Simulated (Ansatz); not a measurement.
B$_{2}$Cl$_{2}$F$_{2}$H$_{2}$ (`Cl[B@H-]1[F+][B@H-](Cl)[F+]1`). Charge 0, multiplicity 1.

```xyz
8

Cl   -1.718    1.825    0.154
B    -0.153    1.094   -0.160
F     0.288    0.187    1.003
B     0.153   -1.094    0.159
Cl    1.718   -1.826   -0.153
F    -0.288   -0.187   -1.003
H     0.752    1.754   -0.542
H    -0.753   -1.754    0.542
```

(1) List the harmonic frequencies (cm⁻¹, unscaled) at PBE0-D4/def2-TZVP in Ansatz. (Estimate.)

(2) Is this a minimum?

(3) Give the ideal-gas thermochemistry at 298.15 K and 1 bar (rigid rotor, harmonic oscillator; point group C2h, symmetry number 2).

(4) And at 400, 500, 600, 800 and 1000 K?

(5) Rotational constants (cm⁻¹)?

## Answers

(1) Ansatz gave: 56, 169, 244, 295, 346, 430, 608, 698, 698, 756, 823, 870, 979, 1043, 1095, 1121, 2722, 2723.

(2) Yes, all 18 modes are real.

(3) Zero-point energy 93.8 kJ/mol; H(298) − E = 113.5 kJ/mol; entropy 340.8 J/(mol·K), of which translation 169.8, rotation 111.3, vibration 59.7; G(298) − E = 11.9 kJ/mol. Modes under 100 cm⁻¹ are hindered rotations or soft bends, so the harmonic entropy is rough.

(4) 
| T (K) | H − E (kJ/mol) | S (J/mol/K) | G − E (kJ/mol) |
| --- | --- | --- | --- |
| 400 | 124.7 | 373.1 | -24.5 |
| 500 | 137.3 | 401.0 | -63.2 |
| 600 | 150.9 | 425.9 | -104.6 |
| 800 | 180.4 | 468.2 | -194.2 |
| 1000 | 211.8 | 503.2 | -291.4 |

(5) 0.2865, 0.03496, 0.03314.
